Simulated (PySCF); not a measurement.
# Dipole moment and polarisability of `CC/C=N/[SiH3]`

Species: C3H9NSi.
Structure used (GFN2-xTB), in Å, numbered top down from 1:
```xyz
14
C3H9NSi angstrom
C      2.1999   -0.7102    0.2837
C      1.3139    0.4286   -0.2169
C     -0.0917    0.2737    0.2660
N     -1.0720    0.3260   -0.5070
Si    -2.7733    0.1957   -0.3201
H      2.1921   -0.7525    1.3712
H      1.8443   -1.6632   -0.1008
H      3.2246   -0.5649   -0.0484
H      1.3166    0.4721   -1.3065
H      1.6981    1.3783    0.1681
H     -0.1841    0.1079    1.3501
H     -3.2676    1.4793   -0.8123
H     -3.2774   -0.0456    1.0394
H     -3.1240   -0.9255   -1.1886
```

Level: wB97X-D/def2-SVPD (PySCF), static field, nuclei fixed, core orbitals frozen in the response. The polarisability tensor in these axes (au):

```
x   95.11 -2.01  5.71
y   -2.01 60.64 -1.62
z    5.71 -1.62 65.79
```

Q: Diagonalise the tensor; give its mean and Δα, where Δα² is half the sum of the squared differences of the eigenvalues.

A: Principal values 60.16, 65.05 and 96.33 au; mean 73.85 au = 10.94 Å³ = 12.18 × 10⁻⁴⁰ C²·m²/J; Δα = 33.99 au (46 % of the mean).

Q: What is the dipole moment, and where does it point?

A: (1.31, -0.14, 1.24) D, 1.81 D in size, pointing from the negative to the positive side. Measured along this direction, the outermost atoms are H12 and H14 at the negative end and H6 at the positive end.

Q: Estimate the molar refractivity from the static electronic polarisability.

A: Lorentz–Lorenz: R = (4π/3)N_A α = 2.5225 cm³/(mol·Å³) × 10.94 Å³ = 27.6 cm³/mol, in the limit of long wavelengths.

Q: In a dilute gas of rigid molecules at 298 K, how does the orientational term μ²/3kT compare with the electronic polarisability?

A: In Gaussian units μ²/3kT = 26.49 Å³ against 10.94 Å³, a ratio of 2.42; the Debye molar polarisation (4π/3)N_A(α + μ²/3kT) is 94.4 cm³/mol, leaving out the vibrational part.

Q: Refractivity n − 1 of an ideal gas of it at 500 K and 1 atm, from the electronic α?

A: N = p/kT = 1.4678 × 10¹⁹ cm⁻³, so n − 1 = 2π × N × 10.94 × 10⁻²⁴ cm³ = 1009 × 10⁻⁶ at long wavelengths, for an ideal gas.

Q: Directions of the eigenvectors, and the extent of the frame along each?

A: Largest value along (0.98, -0.06, 0.19), where the nuclei span 6.64 Å; middle along (-0.20, -0.26, 0.95), 3.26 Å; least along (0.01, 0.96, 0.27), 3.00 Å. The response follows the extents in order.

Geometry: GFN2-xTB, one conformer, isolated molecule.

These values come from a run that also computed excited states. Hardware: one thread of an Intel Xeon at 2.50 GHz, no GPU (shared host). Cost: 60 s, 0.74 GiB resident at most.
